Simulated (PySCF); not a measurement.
## Energy profile

The step: AlHOF₂ ([OH][Al]([F])[F]) + H₂S → AlHSF₂ ([F][Al]([F])[SH]) + H₂O (still joined by a long Al–O bond); bonds formed: O2–H5; dative contacts that become bonds: Al1–S6; bonds broken: H5–S6; bonds weakened to dative contacts: Al1–O2 (atoms numbered as in the saddle structure below).

```tsv
atom	x (Å)	y (Å)	z (Å)
Al1	-0.5136	0.6397	-0.2905
O2	1.2231	0.2121	-0.3517
F3	-1.2148	0.6732	-1.7806
F4	-0.9082	1.7849	0.8225
H5	0.7169	-0.9473	0.1537
S6	-0.6302	-1.5256	0.6762
H7	1.7579	0.2147	-1.1486
H8	-0.4312	-1.0515	1.9189
```

Electronic energies by CCSD(T) at an estimated basis limit (MP2 extrapolated from triple and quadruple zeta, plus CCSD(T) − MP2 in triple zeta), on PBE0-D4/def2-TZVP structures; AlH$_{3}$SOF$_{2}$, singlet; no counterpoise correction. Program: PySCF 2.14 with density fitting (its default auxiliary sets; JK sets also for MP2 and CCSD(T)). Basis: def2-TZVPP and def2-QZVPP. Cores are frozen in the correlated methods. Extrapolation: Hartree–Fock as exp(−7.88 √X), correlation as X^−2.97.

Problem. Give the profile in kcal/mol, counted from the separated reactants. (To be estimated.)

Solution. The calculation gives:
```
                                                                                                             point  kcal/mol
separated: AlHOF$_{2}$ (linked as [OH][Al]([F])[F]; Al1, O2, F3, F4, H7; singlet) + H$_{2}$S (H5, S6, H8; singlet)      0.00
                                                                                                   start structure    -16.87
                                                                                                            saddle     -5.60
                                                                                                     end structure    -22.56
separated: AlHSF$_{2}$ (linked as [F][Al]([F])[SH]; Al1, F3, F4, S6, H8; singlet) + H$_{2}$O (O2, H5, H7; singlet)      4.48
```
The saddle lies below the separated reactants: the barrier is submerged.

The T1 diagnostic stays at or below 0.013.

For scale, one of the runs: CCSD(T)/def2-TZVPP, 219 basis functions, launched by `OMP_NUM_THREADS=4 python run.py`. Time: 20 min of wall clock on 4 CPU threads of an AMD EPYC; the host was shared. Peak host memory: 4 GiB.
